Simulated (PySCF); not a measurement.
C4H12Si2, SMILES C=C(C)[SiH2][SiH2]C. The structure is a stationary point at PBE-D3(BJ)/def2-SVP. The structure was generated by enumeration, and PubChem lists no compound with its InChIKey, so it may never have been made. Other conformers were not sampled.

Computed equilibrium geometry at PBE-D3(BJ)/def2-SVP (PySCF confirms it by a frequency run) as bond lengths and angles (one conformer of several):
Atoms: C1 C2 C3 Si4 Si5 C6 H7 H8 H9 H10 H11 H12 H13 H14 H15 H16 H17 H18. Bond lengths (Å): C1–C2 1.351, C1–H7 1.106, C1–H8 1.102, C2–C3 1.509, C2–Si4 1.894, C3–H9 1.112, C3–H10 1.109, C3–H11 1.111, Si4–Si5 2.358, Si4–H12 1.508, Si4–H13 1.512, Si5–C6 1.898, Si5–H14 1.511, Si5–H15 1.509, C6–H16 1.109, C6–H17 1.108, C6–H18 1.108. Bond angles (°): C2–C1–H7 121.3, C2–C1–H8 122.2, H7–C1–H8 116.5, C1–C2–C3 122.4, C1–C2–Si4 119.8, C3–C2–Si4 117.8, C2–C3–H9 111.4, C2–C3–H10 111.8, C2–C3–H11 111.2, H9–C3–H10 108.1, H9–C3–H11 106.0, H10–C3–H11 108.1, C2–Si4–Si5 111.0, C2–Si4–H12 109.6, C2–Si4–H13 110.0, Si5–Si4–H12 110.0, Si5–Si4–H13 108.0, H12–Si4–H13 108.1, Si4–Si5–C6 112.0, Si4–Si5–H14 108.7, Si4–Si5–H15 108.9, C6–Si5–H14 109.9, C6–Si5–H15 110.3, H14–Si5–H15 107.0, Si5–C6–H16 110.8, Si5–C6–H17 110.7, Si5–C6–H18 110.7, H16–C6–H17 108.3, H16–C6–H18 108.2, H17–C6–H18 108.1.
Charge 0, spin multiplicity 1.
